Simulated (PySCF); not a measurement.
Isomers of C2H6Si2. All species are isolated molecules in the gas phase. One relaxed conformer stands for each flexible species; it need not be the lowest. Strings in code marks are SMILES.

Quantity: electronic energy of isomers of C2H6Si2 relative to `C1=C[SiH2][SiH2]1`, in kJ/mol.

A: `C=[SiH]C=[SiH2]` (C–Si–C–Si torsion 180°)
B: `[SiH2]=C1C[SiH2]1`
C: `[SiH2]=CC=[SiH2]` (Si–C–C–Si torsion 180°)

Put the candidates in order of electronic energy of isomers of C2H6Si2 relative to `C1=C[SiH2][SiH2]1`, lowest first, for B3LYP-D3(BJ)/def2-TZVP (PySCF).

A (118.2 kJ/mol), B (149.2 kJ/mol), C (155.8 kJ/mol)
